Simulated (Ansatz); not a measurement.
Consider the ligand exchange at the Si–O bond: `F[Si](Cl)(Cl)[O][GeH3]` + `N=C=O` → `O=C=N[Si](F)(Cl)Cl` + `[OH][GeH3]`.

Program: Ansatz. Geometries: PBE0-D4/def2-TZVP. ΔE: electronic, gas phase. CCSD(T)/CBS adds triple-zeta CCSD(T) − MP2 to the extrapolated MP2 energy (def2 sets, frozen cores). This one scheme is used for every species. DFT in def2-TZVPP. For Ge outer-core shells are correlated without core-valence functions, which leaves a few kJ/mol of doubt a bond. Scalar relativity is left out up to krypton. Each species was taken in one conformer, which may not be the lowest.

| level | ΔE (kcal/mol) |
| --- | --- |
| r2SCANh-D4 | 9.6 |
| CAM-B3LYP-D4 | 10.1 |
| CAM-B3LYP | 9.5 |
| HF/def2-QZVPP | 10.1 |

What does CCSD(T)/CBS give? (An estimate is asked.)

Computed: +9.9 kcal/mol. The listed levels differ from it by -0.3, 0.2, -0.4, 0.2 kcal/mol.

Largest T1 diagnostic among the species: 0.018.

Leaving LDA and LC-ωPBE aside and taking each functional with its dispersion term where it has one, the values, not all of them listed here, spread over 2.4 kcal/mol, from revPBE-D4 to BHLYP-D4. LDA lies +0.8 kcal/mol from PBE without D4. At CCSD(T), def2-SVP lies −1.0 kcal/mol from the extrapolated value and def2-TZVPP −0.1 kcal/mol. The D4 term adds +0.9 kcal/mol with B3LYP and +0.5 kcal/mol with PBE0; it sums over pairs of atoms, weighted by their polarisabilities, and B3LYP, whose exchange is more repulsive, gets the larger term.

B3LYP here is the variant with VWN-RPA as its local correlation; programs differ in this.
